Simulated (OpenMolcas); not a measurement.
## Fe4+: moving or changing the point charges

Fe4+ among 4 point charges of -1 e arranged as a tetrahedron (Td), 1.82 Å from the ion.

```yaml
Program: OpenMolcas 26.06
Method: CASSCF
Basis: ANO-RCC-VDZP [5s4p2d1f]
Scalar_Hamiltonian: DKH2, point nucleus
Active_space: 4 electrons in 5 orbitals (3d)
State_averaging: 2S+1 = 5 even, 5 roots; 2S+1 = 3 even, 45 roots; 2S+1 = 1 even, 50 roots
Spin-orbit_coupling: RASSI with atomic mean-field integrals over the reference wave functions
```

Runs around this geometry, states (labels of Td). Energies in cm-1 above the lowest state or level, χT in cm3 K/mol; under a threefold ground state the first gap can be a small split of the lowest multiplet, not the spin-orbit step.

```json
{"R (Å)": "1.82", "q (e)": "-0.65", "Ground state": "5T2", "First state of that spin": "5E 483.0", "First gap with spin-orbit (degeneracies)": "142.0 (1, 3)", "χT at 300 K": "1.420", "First state of another spin": "3T1 26519"}
{"R (Å)": "1.65", "q (e)": "-1", "Ground state": "5T2", "First state of that spin": "5E 1170", "First gap with spin-orbit (degeneracies)": "117.7 (1, 3)", "χT at 300 K": "1.651", "First state of another spin": "3T1 26274"}
{"R (Å)": "1.82", "q (e)": "-1", "Ground state": "5T2", "First state of that spin": "5E 732.2", "First gap with spin-orbit (degeneracies)": "133.6 (1, 3)", "χT at 300 K": "1.507", "First state of another spin": "3T1 26450"}
{"R (Å)": "2.01", "q (e)": "-1", "Ground state": "5T2", "First state of that spin": "5E 453.4", "First gap with spin-orbit (degeneracies)": "143.0 (1, 3)", "χT at 300 K": "1.410", "First state of another spin": "3T1 26532"}
```

Taking the first state of the same spin as R^-n, n = -ln(453.4 / 1170) / ln(2.01 / 1.65) = 4.8 between the shortest and longest distance.

Scaling the charges by -0.65 / -1 = 0.65 scales the first state of the same spin by 483 / 732.2 = 0.66; with fixed orbitals a first-order splitting would follow the charge.

An orbital triplet at a regular site is open to Jahn-Teller coupling, which can distort the site and quench the lowest spin-orbit gaps and is left out. Without dynamic correlation the repulsion within the d shell is too large (B by tens of per cent), so at a given field states of lower spin stand too high. The ground term spreads over less than 5000 cm-1, several times less than with real ligands, so orbital moments are less quenched and χT lies further from the spin-only value than at real sites. This is an electrostatic model: the charges have no orbitals. A group larger than the point group allows holds several states that coincide in this model. No measured value stands beside these numbers.
